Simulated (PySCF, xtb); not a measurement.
H7NO2Si2, SMILES [SiH3][Si](O)(N)O.

GFN2-xTB (xtb 6.7.1) at its own geometry gives an orbital gap of 4.71 eV and a dipole moment of 3.13 D.

Geometry: r2SCAN-D4/def2-SVP. The structure was generated by enumeration, and PubChem lists no compound with its InChIKey, so it may never have been made. The values are those of a single conformer.

What does M06-2X/def2-TZVP in PySCF give? (The exact figures need the calculation; the answer reports its results.)

gap 9.74 eV (levels -8.70 and 1.04 eV), dipole 3.18 D.
